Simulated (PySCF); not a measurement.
C$_{2}$H$_{7}$AlINO (SMILES C[N](C)[Al]([OH])[I]), singlet, geometry from GFN2-xTB (such geometries of metal compounds can be far from the true shape) (core potentials on I); DF-B3LYP/def2-TZVPD (PySCF).

Input for PySCF:
```python
from pyscf import gto, scf, dft

mol = gto.Mole()
mol.atom = '''
    Al    0.740419    0.589735    0.428011
    I    -0.984727   -1.228466    0.281223
    N     1.007495    1.633364   -1.006497
    C     1.974775    2.714823   -1.012143
    C     0.312177    1.514798   -2.273566
    H     2.735506    2.558034   -1.786073
    H     1.486907    3.677547   -1.205640
    H     2.468137    2.762027   -0.041740
    H    -0.230762    2.437603   -2.509893
    H     1.017209    1.316352   -3.089532
    H    -0.404991    0.694609   -2.231219
    O     1.580875    0.785702    1.817168
    H     2.071914    0.899080    2.617530
'''
mol.basis = 'def2-tzvpd'
mol.ecp = {'I': 'def2-tzvpd'}
mol.charge = 0
mol.spin = 0
mol.verbose = 4
mol.max_memory = 1800
mol.build()

mf = dft.RKS(mol)
mf.xc = 'b3lyp'
mf = mf.density_fit(auxbasis='def2-universal-jkfit')
mf.kernel()
```

Output, abridged:

```
PySCF version 2.14.0

[INPUT] verbose = 4
[INPUT] num. atoms = 13
[INPUT] num. electrons = 72
[INPUT] charge = 0
[INPUT] spin (= nelec alpha-beta = 2S) = 0
[INPUT] symmetry False subgroup None
[INPUT] Mole.unit = angstrom
[INPUT] Symbol           X                Y                Z      unit          X                Y                Z       unit  Magmom
[INPUT]  1 Al     0.740419000000   0.589735000000   0.428011000000 AA    1.399189127424   1.114437636070   0.808823568301 Bohr   0.0
[INPUT]  2 I     -0.984727000000  -1.228466000000   0.281223000000 AA   -1.860864337465  -2.321464293340   0.531434449929 Bohr   0.0
[INPUT]  3 N      1.007495000000   1.633364000000  -1.006497000000 AA    1.903889621869   3.086610621724  -1.902003675196 Bohr   0.0
[INPUT]  4 C      1.974775000000   2.714823000000  -1.012143000000 AA    3.731783907638   5.130271946670  -1.912673068896 Bohr   0.0
[INPUT]  5 C      0.312177000000   1.514798000000  -2.273566000000 AA    0.589929032388   2.862553354039  -4.296417066123 Bohr   0.0
[INPUT]  6 H      2.735506000000   2.558034000000  -1.786073000000 AA    5.169357152104   4.833983677326  -3.375188808480 Bohr   0.0
[INPUT]  7 H      1.486907000000   3.677547000000  -1.205640000000 AA    2.809847002699   6.949556640216  -2.278329404821 Bohr   0.0
[INPUT]  8 H      2.468137000000   2.762027000000  -0.041740000000 AA    4.664102967906   5.219474578654  -0.078877168439 Bohr   0.0
[INPUT]  9 H     -0.230762000000   2.437603000000  -2.509893000000 AA   -0.436076979957   4.606402070418  -4.743010371963 Bohr   0.0
[INPUT] 10 H      1.017209000000   1.316352000000  -3.089532000000 AA    1.922246421443   2.487544763523  -5.838369333080 Bohr   0.0
[INPUT] 11 H     -0.404991000000   0.694609000000  -2.231219000000 AA   -0.765322072914   1.312620773658  -4.216392833926 Bohr   0.0
[INPUT] 12 O      1.580875000000   0.785702000000   1.817168000000 AA    2.987420787172   1.484761595523   3.433949842324 Bohr   0.0
[INPUT] 13 H      2.071914000000   0.899080000000   2.617530000000 AA    3.915350013652   1.699014964074   4.946414822833 Bohr   0.0

nuclear repulsion = 395.883938059889
number of shells = 122
number of NR pGTOs = 461
number of NR cGTOs = 316
basis = def2-tzvpd
ecp = {'I': 'def2-tzvpd'}

******** <class 'pyscf.df.df_jk.DFRKS'> ********
method = DFRKS
initial guess = minao
damping factor = 0
level_shift factor = 0
DIIS = <class 'pyscf.scf.diis.CDIIS'>
diis_start_cycle = 1
diis_space = 8
diis_damp = 0
SCF conv_tol = 1e-09
SCF conv_tol_grad = None
SCF max_cycles = 50
direct_scf = False
XC library pyscf.dft.libxc version 7.1.2
    S. Lehtola, C. Steigemann, M. J. T. Oliveira, and M. A. L. Marques,  SoftwareX 7, 1–5 (2018)
XC functionals = b3lyp
    P. J. Stephens, F. J. Devlin, C. F. Chabalowski, and M. J. Frisch,  J. Phys. Chem. 98, 11623 (1994)
radial grids:
    Treutler-Ahlrichs [JCP 102, 346 (1995); DOI:10.1063/1.469408] (M4) radial grids

becke partition: Becke, JCP 88, 2547 (1988); DOI:10.1063/1.454033
pruning grids: <function nwchem_prune>
grids dens level: 3
symmetrized grids: False
atomic radii adjust function: <function treutler_atomic_radii_adjust>
small_rho_cutoff = 0
Set gradient conv threshold to 3.16228e-05
Initial guess from minao.
tot grids = 166016
******** <class 'pyscf.df.df.DF'> ********
auxbasis = def2-universal-jkfit
init E= -708.927711356489
  HOMO = -0.515990405850247  LUMO = -0.476824395098446  gap/eV = 1.06576
cycle= 1 E= -747.433297717128  delta_E= -38.5  |g|= 3.89  |ddm|= 22.1
  HOMO = -0.120247655162288  LUMO = -0.106602227723958  gap/eV = 0.37131
cycle= 2 E= -727.927155765964  delta_E= 19.5  |g|= 7.17  |ddm|= 55.6
  HOMO = -0.112186312909235  LUMO = -0.109922151996761  gap/eV = 0.06161
cycle= 3 E= -745.803066253337  delta_E= -17.9  |g|= 3.14  |ddm|=   55
  HOMO = -0.203766909063692  LUMO = -0.108539774712378  gap/eV = 2.59126
cycle= 4 E= -750.481335712229  delta_E= -4.68  |g|= 1.25  |ddm|= 9.35
  HOMO = -0.123767821572413  LUMO = -0.071854253010406  gap/eV = 1.41264
cycle= 5 E= -750.734524306569  delta_E= -0.253  |g|= 0.658  |ddm|= 2.08
  HOMO = -0.241150356722927  LUMO = -0.0327545842259458  gap/eV = 5.67074
cycle= 6 E= -750.880202611098  delta_E= -0.146  |g|= 0.255  |ddm|= 1.27
  HOMO = -0.232281949042556  LUMO = -0.0464659455882025  gap/eV = 5.05631
cycle= 7 E= -750.895053004244  delta_E= -0.0149  |g|= 0.134  |ddm|= 0.487
  HOMO = -0.228621753459088  LUMO = -0.0424150124018451  gap/eV = 5.06694
cycle= 8 E= -750.898530119696  delta_E= -0.00348  |g|= 0.018  |ddm|= 0.146
  HOMO = -0.227415613084112  LUMO = -0.0411979040801461  gap/eV = 5.06724
cycle= 9 E= -750.898556057809  delta_E= -2.59e-05  |g|= 0.0156  |ddm|= 0.0351
  HOMO = -0.229097077452521  LUMO = -0.0414132217828283  gap/eV = 5.10714
cycle= 10 E= -750.898605043263  delta_E= -4.9e-05  |g|= 0.00238  |ddm|= 0.0176
  HOMO = -0.22890854925188  LUMO = -0.0414055192528737  gap/eV = 5.10222
cycle= 11 E= -750.89860582007  delta_E= -7.77e-07  |g|= 0.00114  |ddm|= 0.0033
  HOMO = -0.228994404903595  LUMO = -0.041429111882809  gap/eV = 5.10391
cycle= 12 E= -750.898606064645  delta_E= -2.45e-07  |g|= 0.000248  |ddm|= 0.00127
  HOMO = -0.22895866846352  LUMO = -0.04141034062777  gap/eV = 5.10345
cycle= 13 E= -750.898606078158  delta_E= -1.35e-08  |g|= 0.000106  |ddm|= 0.000454
  HOMO = -0.228969718937434  LUMO = -0.0414088538358034  gap/eV = 5.10379
cycle= 14 E= -750.8986060803  delta_E= -2.14e-09  |g|= 2.87e-05  |ddm|= 0.000168
  HOMO = -0.228972561711429  LUMO = -0.0414100194070808  gap/eV = 5.10384
cycle= 15 E= -750.898606080475  delta_E= -1.75e-10  |g|= 9.86e-06  |ddm|= 6.45e-05
  HOMO = -0.228970509451397  LUMO = -0.0414099519931112  gap/eV = 5.10378
Extra cycle  E= -750.89860608046  delta_E= 1.5e-11  |g|= 1.34e-05  |ddm|= 2.16e-05
converged SCF energy = -750.89860608046
```
